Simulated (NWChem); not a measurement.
The numbers come from NWChem runs, not from measurements. System: C$_{4}$H$_{10}$S, charge 1, spin multiplicity 2, at the geometry of a parent with another charge or spin, in a state set for the comparison that need not be this species' ground state. Its SCF solution wasn't tested for a lower state. Level: UPBE/def2-SVP.

NWChem printed:

```
             Northwest Computational Chemistry Package (NWChem) 7.3.0
             --------------------------------------------------------

                                NWChem Input Module
                                -------------------

 Scaling coordinates for geometry "geometry" by  1.889725989
 (inverse scale =  0.529177249)

 Turning off AUTOSYM since
 SYMMETRY directive was detected!

                             Geometry "geometry" -> ""
                             -------------------------

 Output coordinates in angstroms (scale by  1.889725989 to convert to a.u.)

  No.       Tag          Charge          X              Y              Z
 ---- ---------------- ---------- -------------- -------------- --------------
    1 C                    6.0000     1.10280000    -0.07853900    -1.25683900
    2 C                    6.0000     0.25374000    -0.24291000     0.00000000
    3 C                    6.0000     1.10280000    -0.07853900     1.25683900
    4 C                    6.0000    -0.44487100    -1.60171100     0.00000000
    5 S                   16.0000    -1.11640100     1.00017700     0.00000000
    6 H                    1.0000     1.89438800    -0.84668000    -1.28653500
    7 H                    1.0000     0.48938000    -0.17650100    -2.16426800
    8 H                    1.0000     1.59244200     0.90744500    -1.28244200
    9 H                    1.0000     0.48938000    -0.17650100     2.16426800
   10 H                    1.0000     1.89438800    -0.84668000     1.28653500
   11 H                    1.0000     1.59244200     0.90744500     1.28244200
   12 H                    1.0000    -1.07778500    -1.72571700     0.89201200
   13 H                    1.0000    -1.07778500    -1.72571700    -0.89201200
   14 H                    1.0000     0.30659800    -2.40746100     0.00000000
   15 H                    1.0000    -0.32785500     2.09772700     0.00000000

 Effective nuclear repulsion energy (a.u.)     244.6981897201

            Nuclear Dipole moment (a.u.)
            ----------------------------
        X                 Y               Z
 ---------------- ---------------- ----------------
    -0.0000170075    -0.0000037795     0.0000000000

      Symmetry information
      --------------------

 Group name             Cs
 Group number              2
 Group order               2
 No. of unique centers    10

      Symmetry unique atoms

     1    2    4    5    6    7    8   12   14   15


 Summary of "ao basis" -> "" (spherical)
 ------------------------------------------------------------------------------
       Tag                 Description            Shells   Functions and Types
 ---------------- ------------------------------  ------  ---------------------
 *                          def2-svp                  on all atoms

  pbe96 is a nonlocal functional; adding pw91lda local functional.

                                 NWChem DFT Module
                                 -----------------

 Summary of "ao basis" -> "ao basis" (spherical)
 ------------------------------------------------------------------------------
       Tag                 Description            Shells   Functions and Types
 ---------------- ------------------------------  ------  ---------------------
 C                          def2-svp                 6       14   3s2p1d
 S                          def2-svp                 8       18   4s3p1d
 H                          def2-svp                 3        5   2s1p

 Summary of "ao basis" -> "ao basis" (spherical)
 ------------------------------------------------------------------------------
       Tag                 Description            Shells   Functions and Types
 ---------------- ------------------------------  ------  ---------------------
 C                          def2-svp                 6       14   3s2p1d
 S                          def2-svp                 8       18   4s3p1d
 H                          def2-svp                 3        5   2s1p

      Symmetry analysis of basis
      --------------------------

        a'         75
        a"         49

            General Information
            -------------------
          SCF calculation type: DFT
[...]
 Vector   23  Occ=1.000000D+00  E=-4.920251D-01  Symmetry=a"
              MO Center=  1.7D-01, -6.9D-01,  1.2D-14, r^2= 3.5D+00
   Bfn.  Coefficient  Atom+Function         Bfn.  Coefficient  Atom+Function
  ----- ------------  ---------------      ----- ------------  ---------------
    48     -0.272618   4 C  pz               20      0.270888   2 C  pz
     6     -0.245926   1 C  pz               34     -0.245926   3 C  pz
   105     -0.212211  12 H  s               110      0.212211  13 H  s
    80      0.163263   7 H  s                90     -0.163263   9 H  s
    51     -0.117101   4 C  pz                9     -0.108962   1 C  pz

 Vector   24  Occ=1.000000D+00  E=-4.902151D-01  Symmetry=a'
              MO Center=  4.4D-01, -4.4D-01, -2.7D-14, r^2= 3.4D+00
   Bfn.  Coefficient  Atom+Function         Bfn.  Coefficient  Atom+Function
  ----- ------------  ---------------      ----- ------------  ---------------
    46      0.272585   4 C  px               18     -0.230223   2 C  px
    19     -0.227377   2 C  py               85      0.207602   8 H  s
   100      0.207602  11 H  s                47      0.189300   4 C  py
     5      0.171808   1 C  py               33      0.171808   3 C  py
     4      0.148614   1 C  px               32      0.148614   3 C  px

 Vector   25  Occ=0.000000D+00  E=-4.464663D-01  Symmetry=a"
              MO Center= -7.7D-01,  8.1D-01,  3.2D-15, r^2= 2.4D+00
   Bfn.  Coefficient  Atom+Function         Bfn.  Coefficient  Atom+Function
  ----- ------------  ---------------      ----- ------------  ---------------
    69      0.600907   5 S  pz               66      0.468043   5 S  pz
    63      0.256534   5 S  pz               20     -0.157706   2 C  pz
     4     -0.113625   1 C  px               32      0.113625   3 C  px
    75     -0.092450   6 H  s                95      0.092450  10 H  s
     6      0.091740   1 C  pz               34      0.091740   3 C  pz

 Vector   26  Occ=0.000000D+00  E=-2.377137D-01  Symmetry=a'
              MO Center= -6.6D-01,  9.5D-01, -1.0D-15, r^2= 3.1D+00
   Bfn.  Coefficient  Atom+Function         Bfn.  Coefficient  Atom+Function
  ----- ------------  ---------------      ----- ------------  ---------------
    17      0.996183   2 C  s                68      0.902813   5 S  py
   121     -0.603730  15 H  s                21     -0.454030   2 C  px
    65      0.316932   5 S  py              120     -0.293611  15 H  s
    22      0.283002   2 C  py               18     -0.242292   2 C  px
    19      0.220112   2 C  py               67     -0.218732   5 S  px

 Vector   27  Occ=0.000000D+00  E=-1.868639D-01  Symmetry=a'
              MO Center= -2.6D-01,  1.1D+00,  2.1D-15, r^2= 3.8D+00
   Bfn.  Coefficient  Atom+Function         Bfn.  Coefficient  Atom+Function
  ----- ------------  ---------------      ----- ------------  ---------------
    60      0.991621   5 S  s               121     -0.939186  15 H  s
    67      0.836534   5 S  px               17     -0.708428   2 C  s
    22     -0.445106   2 C  py               21      0.399060   2 C  px
    59      0.353915   5 S  s               116     -0.287602  14 H  s
    19     -0.272013   2 C  py               64      0.267144   5 S  px

   alpha - beta orbital overlaps
   -----------------------------

   alpha      1      2      3      4      5      6      7      8      9     10
    beta      1      2      3      4      5      6      8      7      9     10
 overlap   1.000  1.000  1.000  1.000  1.000  1.000  1.000  1.000  1.000  0.993

   alpha     11     12     13     14     15     16     17     18     19     20
    beta     11     12     13     14     15     16     17     18     19     20
 overlap   0.993  1.000  1.000  0.999  0.994  0.989  0.981  0.992  0.947  0.988

   alpha     21     22     23     24     25     26     27     28     29     30
    beta     22     21     25     24     23     26     27     28     29     30
 overlap   0.988  0.812  0.594  0.999  0.786  1.000  0.997  0.999  1.000  0.993

   alpha     31     32     33     34     35     36     37     38     39     40
    beta     31     32     33     34     35     36     37     38     39     40
 overlap   0.999  0.991  1.000  0.994  0.998  0.990  0.994  0.992  0.998  0.992

   alpha     41     42     43     44     45     46     47     48     49     50
    beta     41     42     43     44     45     46     47     48     50     49
 overlap   0.996  0.932  0.995  0.933  0.994  0.996  0.986  0.991  0.986  0.995

   alpha     51     52     53     54     55     56     57     58     59     60
    beta     51     52     53     54     55     57     56     58     59     60
 overlap   0.981  0.991  0.994  0.941  0.998  0.989  0.954  0.923  0.948  0.997

   alpha     61     62     63     64     65     66     67     68     69     70
    beta     62     61     63     64     65     66     67     68     69     70
 overlap   0.930  0.999  0.986  0.963  0.945  0.957  1.000  0.999  0.995  0.995

   alpha     71     72     73     74     75     76     77     78     79     80
    beta     71     72     73     74     75     76     77     78     79     80
 overlap   0.998  0.999  0.969  0.967  1.000  1.000  1.000  0.999  0.999  0.999

   alpha     81     82     83     84     85     86     87     88     89     90
    beta     81     82     83     84     85     86     87     88     89     90
 overlap   0.998  1.000  1.000  1.000  0.999  1.000  1.000  1.000  1.000  1.000

   alpha     91     92     93     94     95     96     97     98     99    100
    beta     91     92     93     94     95     96     97     98     99    100
 overlap   1.000  0.990  0.990  1.000  1.000  1.000  1.000  0.995  0.995  1.000

   alpha    101    102    103    104    105    106    107    108    109    110
    beta    101    102    103    104    105    106    107    108    109    110
 overlap   0.999  1.000  0.999  0.999  1.000  0.999  1.000  1.000  1.000  1.000

   alpha    111    112    113    114    115    116    117    118    119    120
    beta    111    112    113    114    115    116    117    118    119    120
 overlap   1.000  1.000  1.000  1.000  1.000  1.000  1.000  1.000  1.000  1.000

   alpha    121    122    123    124
    beta    121    122    124    123
 overlap   0.997  0.997  1.000  1.000

     --------------------------
     Expectation value of S2:
     --------------------------
      <S2> =      0.7527 (Exact =     0.7500)

 center of mass
 --------------
 x =  -0.11959973 y =   0.08254450 z =  -0.00000000

 moments of inertia (a.u.)
 ------------------
         494.620563141896          99.636575611779           0.000000000000
          99.636575611779         509.960539836120           0.000000000000
           0.000000000000           0.000000000000         607.421577595846

     Multipole analysis of the density
     ---------------------------------

     L   x y z        total         alpha         beta         nuclear
     -   - - -        -----         -----         ----         -------
     0   0 0 0      1.000000    -25.000000    -24.000000     50.000000

     1   1 0 0     -0.004334      0.762383     -0.766700     -0.000017
     1   0 1 0      0.671386     -0.455384      1.126774     -0.000004
     1   0 0 1      0.000000      0.000000      0.000000      0.000000

     2   2 0 0    -23.643731   -106.310599   -100.751105    183.417973
     2   1 1 0     -2.059781     24.469404     20.594271    -47.123457
     2   1 0 1      0.000000      0.000000     -0.000000      0.000000
     2   0 2 0    -20.900209   -103.749045    -99.711338    182.560174
     2   0 1 1      0.000000      0.000000      0.000000      0.000000
     2   0 0 2    -24.893549    -79.191804    -76.098707    130.396962

 Task  times  cpu:       54.9s     wall:       54.9s

 Total times  cpu:       55.0s     wall:       55.0s
```

Question: Write an NWChem input that would produce this output.

Answer: One answer among several that fit: 
```
start mol
memory heap 200 mb stack 900 mb global 1100 mb
charge 1
geometry units angstroms nocenter noautoz
  C      1.102800    -0.078539    -1.256839
  C      0.253740    -0.242910     0.000000
  C      1.102800    -0.078539     1.256839
  C     -0.444871    -1.601711     0.000000
  S     -1.116401     1.000177     0.000000
  H      1.894388    -0.846680    -1.286535
  H      0.489380    -0.176501    -2.164268
  H      1.592442     0.907445    -1.282442
  H      0.489380    -0.176501     2.164268
  H      1.894388    -0.846680     1.286535
  H      1.592442     0.907445     1.282442
  H     -1.077785    -1.725717     0.892012
  H     -1.077785    -1.725717    -0.892012
  H      0.306598    -2.407461     0.000000
  H     -0.327855     2.097727     0.000000
  symmetry group Cs
end
basis spherical
  * library def2-svp
end
dft
  xc xpbe96 cpbe96
  odft
  mult 2
  semidirect memsize 60000000 filesize 0
  iterations 100
end
task dft energy
```
